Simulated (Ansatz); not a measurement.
Input for Ansatz (an electronic-structure program): U-revPBE/def2-TZVPP on Cl (SMILES [Cl]).

Ansatz 0.2 input:
```yaml
crystal:
  periodic: [false, false, false]
  atoms:
    - {symbol: Cl, position_ang: [0.00000000, 0.00000000, 0.00000000]}
basis:
  gaussian:
    orbitals: def2-TZVPP
hamiltonian:
  xc: {name: revPBE}
magnetization: {spin_polarized: true, initial_magnetization: 1}
```

The log:

```
WARN ansatz: RAYON_NUM_THREADS=4 ignored (pool sized by the plan → 4); use --threads N
Functional definition: revPBE
integrals: 0.00 GiB planned
294 factors; their error is unknown
mean field: 0.12 GiB planned
mean field evaluation 1: about -12518.9135 eV, gradient 5.3e0 eV
mean field evaluation 2: about -12519.0170 eV, gradient 2.9e0 eV
mean field evaluation 4: about -12519.0474 eV, gradient 7.2e-2 eV
mean field evaluation 8: about -12519.0387 eV, gradient 1.1e-3 eV
mean field evaluation 16: about -12519.0387 eV, gradient 3.4e-2 eV
mean field evaluation 32: about -12519.0387 eV, gradient 1.2e-4 eV
mean field -12519.03874950 eV, -460.0661883349 hartree, gradient 2.3e-6 eV, S^2 0.753207; 2 other end points of the search recorded, 0 dependent functions left out
reference -12519.03877544 eV, -460.0661892882 hartree; 9, 8 occupied and 33, 34 virtual orbitals, 294 factors
Total energy: -12519.03877544 eV, -460.0661892882 hartree
```

Self-consistency was reached.

Cost: very roughly 0.7 core-seconds.
